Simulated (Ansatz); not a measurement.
The same path of F$_{2}$H$_{3}$O$_{3}$Zr (9 atoms, charge 0, multiplicity 2) was run twice with different band settings.

Level of theory: UKS PBE0/def2-SVP in Ansatz.

Relaxed end points:

```xyz
9
Properties=species:S:1:pos:R:3
Zr -0.092 -0.140 0.415
F 0.115 1.264 1.995
O 1.658 -0.381 -0.314
H 2.379 -0.542 -0.921
O -1.012 1.172 -0.636
H -1.511 1.868 -1.060
O -1.108 -1.740 0.138
H -1.635 -2.536 0.101
F 0.115 -0.613 2.480
```

```xyz
9
Properties=species:S:1:pos:R:3
Zr -0.106 -0.129 0.413
F 0.880 0.861 2.020
O 1.563 -0.347 -0.501
H 2.429 -0.464 -0.887
O -1.114 1.248 -0.444
H -1.584 1.780 -1.084
O -1.002 -1.799 0.128
H -1.440 -2.648 0.105
F -0.718 -0.150 2.447
```

Common settings: spring 5.0 eV/Å²; optimiser quadratic models (default); start path through a guess of the saddle point; force threshold 0.03 eV/Å; iteration limit 60; end points relaxed.

| run | movable images | climbing image |
| --- | --- | --- |
| 1 | 5 | yes |
| 2 | 6 | no |

Task: What does each run give, and how far can it be trusted?

Result: Run 1: converged after 42 iterations, highest image 0.000 eV above the first end. The top lies less than 8 meV above the higher end, about what the thresholds resolve: the motion is nearly free. A vibrational analysis at the climbing image gives no mode beyond 40i cm⁻¹: the surface is too flat there to confirm a saddle point.
Run 2: converged after 34 iterations, highest image 0.000 eV above the first end. The highest image is an end point: on this band no image between the ends rises above it. Inner images lie up to 0.002 eV below the lower end, so the ends aren't the lowest states on this path.
